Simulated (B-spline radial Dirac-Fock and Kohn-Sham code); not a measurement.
# Two-hole binding energies of Ni⁶⁺

System: Ni⁶⁺, configuration [Ar] 3d4.

These are calculated numbers from a radial B-spline solver; the model is ΔSCF Dirac-Fock with Breit, self-energy and vacuum polarisation, finite nucleus, configuration average. U is the two-hole binding energy less the two single-hole energies, the effective repulsion of the holes after relaxation. Each two-hole energy is an average over J within one jj subconfiguration.

| holes | E(a) (eV) | E(b) (eV) | E(ab) (eV) | U (eV) |
| --- | --- | --- | --- | --- |
| 1s⁻² | 8477.2 | 8477.2 | 17365.8 | 411.5 |
| 1s⁻¹ 2p1/2⁻¹ | 8477.2 | 1020.2 | 9613.2 | 115.9 |
| 1s⁻¹ 2p3/2⁻¹ | 8477.2 | 1003.1 | ? | ? |
| 1s⁻¹ 3p1/2⁻¹ | 8477.2 | 200.7 | 8716.8 | 39.0 |
| 1s⁻¹ 3p3/2⁻¹ | 8477.2 | 198.2 | 8713.8 | 38.5 |
| 2s⁻² | 1161.2 | 1161.2 | 2397.4 | 75.0 |
| 2s⁻¹ 2p1/2⁻¹ | 1161.2 | 1020.2 | 2250.7 | 69.3 |
| 2p1/2⁻² | 1020.2 | 1020.2 | 2128.3 | 87.9 |
| 2s⁻¹ 3p1/2⁻¹ | 1161.2 | 200.7 | 1397.1 | 35.2 |
| 2s⁻¹ 3p3/2⁻¹ | 1161.2 | 198.2 | 1394.3 | 34.9 |
| 2p3/2⁻¹ 3s⁻¹ | 1003.1 | 247.4 | 1286.1 | 35.6 |
| 2p3/2⁻¹ 3p1/2⁻¹ | 1003.1 | 200.7 | 1239.7 | 35.9 |
| 3p1/2⁻² | 200.7 | 200.7 | 431.5 | 30.1 |
| 3p3/2⁻² | 198.2 | 198.2 | 425.1 | 28.7 |

Question: Give the missing two-hole energy and U.

Answer: E(ab) = 9593.5 eV and U = 113.2 eV.

Run: 18 s of CPU time on 1 thread of Neoverse-V2 (shared host), peak memory 0.46 GiB.
